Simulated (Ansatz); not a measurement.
# A relaxation, step by step

SiNH$_{6}$Cl$_{2}$F, singlet, PBE0-D4/def2-TZVP (Ansatz 0.2.0). Settings:

```yaml
hamiltonian: {xc: pbe0, dispersion: d4}
relax: {f_tol: 0.005, max_steps: 200}
```

Start, a step off a saddle point along its unstable mode:

```csv
atom,x (Å),y (Å),z (Å)
Si1,-0.8654,-0.5597,0.0579
H2,-0.2452,0.6397,-1.5101
Cl3,-0.6910,-1.8967,-1.5270
Cl4,-1.5653,-1.7443,1.5726
H5,-1.8532,0.5132,-0.0165
H6,1.0012,1.0497,0.2078
N7,0.7610,-0.1079,0.6654
H8,0.1503,1.0162,-1.2945
F9,1.1144,2.0199,-0.2055
H10,1.4605,-0.7858,0.3632
H11,0.7328,-0.1442,1.6868
```

| step | energy less the last (meV) | largest force component (eV/Å) |
| --- | --- | --- |
| 1 | 1708.0 | 6.986 |
| 3 | 399.1 | 1.636 |
| 5 | 58.8 | 0.329 |
| 7 | 23.8 | 0.322 |
| 9 | 17.7 | 0.099 |
| 11 | 15.4 | 0.035 |
| 13 | 14.0 | 0.082 |
| 15 | 10.2 | 0.112 |
| 17 | 7.6 | 0.119 |
| 19 | 4.7 | 0.105 |
| 21 | 2.7 | 0.046 |
| 23 | 1.7 | 0.040 |
| 25 | 0.8 | 0.040 |
| 27 | 0.3 | 0.030 |
| 29 | 0.1 | 0.023 |
| 31 | 0.0 | 0.003 |
| 33 | 0.0 | 0.004 |
| 34 | 0.0 | 0.003 |

Step 3, positions (Å) and forces (eV/Å):

```tsv
atom	x	y	z	Fx	Fy	Fz
Si1	-0.887	-0.686	0.169	0.259	-0.066	0.318
H2	-0.245	0.667	-1.879	0.342	0.662	0.228
Cl3	-0.720	-1.907	-1.448	0.009	0.010	0.022
Cl4	-1.655	-1.815	1.695	-0.051	0.009	0.056
H5	-1.803	0.443	-0.026	0.059	-0.045	-0.040
H6	1.045	1.134	0.270	0.314	1.636	-0.550
N7	0.730	-0.167	0.698	-0.566	-0.866	0.100
H8	0.105	1.218	-1.458	-0.370	-0.501	-0.639
F9	1.211	2.103	-0.095	-0.083	-1.006	0.566
H10	1.449	-0.800	0.358	0.009	0.094	-0.028
H11	0.770	-0.190	1.714	0.079	0.074	-0.033
```

Step 11, positions (Å) and forces (eV/Å):

| atom | x | y | z | Fx | Fy | Fz |
| --- | --- | --- | --- | --- | --- | --- |
| Si1 | -0.911 | -0.838 | 0.400 | 0.035 | -0.015 | 0.013 |
| H2 | -0.141 | 1.050 | -2.611 | 0.006 | 0.016 | 0.010 |
| Cl3 | -0.761 | -2.007 | -1.259 | -0.005 | 0.009 | 0.005 |
| Cl4 | -1.774 | -1.879 | 1.931 | -0.013 | -0.003 | -0.004 |
| H5 | -1.769 | 0.318 | 0.111 | 0.002 | 0.010 | 0.001 |
| H6 | 1.006 | 1.265 | 0.356 | 0.008 | 0.009 | 0.001 |
| N7 | 0.697 | -0.365 | 0.836 | -0.005 | -0.019 | 0.002 |
| H8 | 0.175 | 1.514 | -2.116 | -0.007 | -0.014 | -0.013 |
| F9 | 1.172 | 2.172 | 0.125 | -0.012 | -0.019 | -0.001 |
| H10 | 1.427 | -0.909 | 0.394 | -0.006 | 0.017 | 0.016 |
| H11 | 0.878 | -0.320 | 1.833 | -0.003 | 0.008 | -0.031 |

Step 29, positions (Å) and forces (eV/Å):

| atom | x | y | z | Fx | Fy | Fz |
| --- | --- | --- | --- | --- | --- | --- |
| Si1 | -0.823 | -0.879 | 0.406 | 0.004 | -0.001 | -0.003 |
| H2 | -0.724 | 1.589 | -2.660 | 0.023 | 0.005 | 0.018 |
| Cl3 | -0.326 | -1.904 | -1.273 | -0.001 | 0.006 | 0.006 |
| Cl4 | -1.880 | -2.110 | 1.650 | 0.001 | 0.003 | -0.002 |
| H5 | -1.668 | 0.283 | 0.096 | 0.006 | -0.009 | 0.004 |
| H6 | 1.300 | 0.924 | 0.123 | 0.010 | 0.020 | -0.015 |
| N7 | 0.661 | -0.342 | 1.111 | 0.005 | -0.001 | 0.015 |
| H8 | -0.128 | 1.720 | -2.226 | -0.023 | -0.005 | -0.017 |
| F9 | 1.616 | 1.650 | -0.402 | -0.009 | -0.020 | 0.015 |
| H10 | 1.397 | -1.037 | 1.160 | -0.016 | 0.006 | -0.005 |
| H11 | 0.575 | 0.108 | 2.016 | -0.001 | -0.004 | -0.015 |

Last step (34):

```
11
angstrom
Si -0.8236 -0.8813 0.4028
H -0.7381 1.5959 -2.6320
Cl -0.3150 -1.9018 -1.2752
Cl -1.8758 -2.1220 1.6412
H -1.6750 0.2750 0.0920
H 1.3129 0.9133 0.1087
N 0.6543 -0.3337 1.1115
H -0.1314 1.7229 -2.2137
F 1.6433 1.6289 -0.4208
H 1.3875 -1.0298 1.1788
H 0.5609 0.1325 2.0068
```

The run took 84 s on 8 CPU threads of an Arm Neoverse V1 (shared host), with 0.65 GiB of host memory at its peak.
